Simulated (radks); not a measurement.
The numbers below are computed, except where a source is named.
Valence configurations of Dy IV (all share [Xe]). Level of theory: Dirac Kohn-Sham, PBE, spin-unpolarised, spherical densities, finite nucleus; open shells fill j = l - 1/2 first; Fermi nuclear charge, rms radius 5.2218 fm (a radial shooting solver on a logarithmic mesh with Libxc functionals). Energies are relative to 4f9; eigenvalues in eV.

valence      E (eV)  e(4f5/2)  e(4f7/2)  e(5d3/2)  e(6p1/2)  e(6s1/2)
4f9           0.000   -35.028   -34.083         -         -         -
4f8.5 5d0.5   5.105   -38.528   -37.554   -26.064         -         -
4f8.5 6p0.5   8.943   -40.626   -39.650         -   -19.574         -
4f8 6s1      14.844   -45.542   -44.534         -         -   -25.508
4f8 6p1      20.138   -46.518   -45.509         -   -20.758         -
4f7 5d2      28.658   -50.078   -49.011   -28.845         -         -
4f7 6s2      38.426   -57.170   -56.096         -         -   -27.772
4f7 6s1 6p1  44.160   -58.115   -57.041         -   -22.524   -28.268
4f7 6p2      49.912   -59.049   -57.974         -   -22.984         -
4f6 5d1 6p2  76.119   -67.756         -   -37.063   -23.493         -

NIST lists [Xe] 4f9 as the ground configuration; this level of theory agrees among the configurations tried. The energies are those of spherical spin-averaged densities, not of single terms.
